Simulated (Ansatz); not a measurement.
Consider the cleavage of the Si–Ge bond: `[OH][Ge]([OH])([SiH3])[Cl]` + `CC(N)O` → `CC(O)N[SiH3]` + `[OH][GeH]([OH])[Cl]`.

Program: Ansatz. Geometries: PBE0-D4/def2-TZVP. ΔE: electronic, gas phase. CCSD(T)/CBS is the MP2 limit (def2-TZVPP, def2-QZVPP) plus CCSD(T) − MP2 in def2-TZVPP, frozen cores. DFT in def2-TZVPP. B3LYP here is the variant with VWN-RPA as its local correlation; programs differ in this. For Ge outer-core shells are correlated without core-valence functions, which leaves a few kJ/mol of doubt a bond. Scalar relativity is left out up to krypton. One conformer a species, not always the lowest.

`[OH][Ge]([OH])([SiH3])[Cl]`:

Z-matrix (Å, degrees):
```
Ge
O 1 1.772
Si 1 2.379 2 116.1
O 1 1.761 2 106.5 3 121.7
Cl 1 2.173 2 104.6 3 -122.0
H 2 0.961 1 112.0 3 106.0
H 3 1.483 1 107.5 2 -61.4
H 3 1.482 1 108.2 2 179.0
H 3 1.483 1 108.8 2 58.4
H 4 0.962 1 112.3 2 39.3
```

`CC(N)O`:

```xyz
11

C    -0.558    0.615   -0.985
C    -0.194   -0.018    0.337
N     1.187    0.224    0.643
O    -0.547   -1.394    0.224
H    -1.610    0.439   -1.213
H    -0.366    1.687   -0.956
H     0.041    0.171   -1.784
H    -0.784    0.440    1.143
H     1.785   -0.222   -0.043
H     1.440   -0.125    1.559
H    -0.395   -1.816    1.074
```

`CC(O)N[SiH3]`:

```xyz
14

C     1.027    0.071   -1.681
C     0.078    0.462   -0.572
O    -1.100    0.931   -1.207
N    -0.168   -0.623    0.335
Si   -0.429   -0.451    2.025
H     1.985   -0.241   -1.266
H     0.602   -0.758   -2.253
H     1.183    0.909   -2.362
H     0.524    1.276    0.020
H    -1.748    1.120   -0.523
H    -0.461   -1.471   -0.126
H     0.700    0.307    2.627
H    -1.679    0.286    2.384
H    -0.514   -1.817    2.600
```

`[OH][GeH]([OH])[Cl]`:

```xyz
7

O     0.012   -1.142   -0.980
Ge   -0.256    0.362   -0.103
O     1.308    1.009    0.350
Cl   -1.413   -0.158    1.637
H    -0.576   -1.845   -0.691
H    -0.980    1.437   -0.904
H     1.903    0.337    0.693
```

```
             level  ΔE (kJ/mol)  difference from CCSD(T)/CBS
            PBE-D4         -7.5                         15.6
         r2SCAN-D4        -19.7                          3.4
           PBE0-D4        -14.5                          8.6
          B3LYP-D4        -20.0                          3.1
           ωB97X-V        -24.1                         -1.0
           ωB97M-V        -25.5                         -2.4
            B2PLYP        -24.7                         -1.6
               PBE         -7.3                         15.8
            r2SCAN        -19.5                          3.6
              PBE0        -14.5                          8.6
             B3LYP        -19.9                          3.2
     HF/def2-TZVPP        -38.9                        -15.8
    MP2/def2-TZVPP        -30.3                         -7.2
SCS-MP2/def2-TZVPP        -32.3                         -9.2
   CCSD/def2-TZVPP        -27.0                         -3.9
CCSD(T)/def2-TZVPP        -25.1                         -2.0
     HF/def2-QZVPP        -40.6                        -17.5
    MP2/def2-QZVPP        -29.8                         -6.7
SCS-MP2/def2-QZVPP        -32.1                         -9.0
      HF/CBS(def2)        -40.8                        -17.7
     MP2/CBS(def2)        -28.3                         -5.2
    CCSD/CBS(def2)        -25.0                         -1.9
       CCSD(T)/CBS        -23.1                            0
```

Largest T1 diagnostic among the species: 0.012.

From PBE to PBE0 (25 % exact exchange), in def2-TZVPP and without D4, ΔE moves by −7.2 kJ/mol. In def2-TZVPP, CCSD(T) changes the Hartree–Fock value by +13.8 kJ/mol (the triples alone add +1.8 kJ/mol) and MP2 by +8.6 kJ/mol.
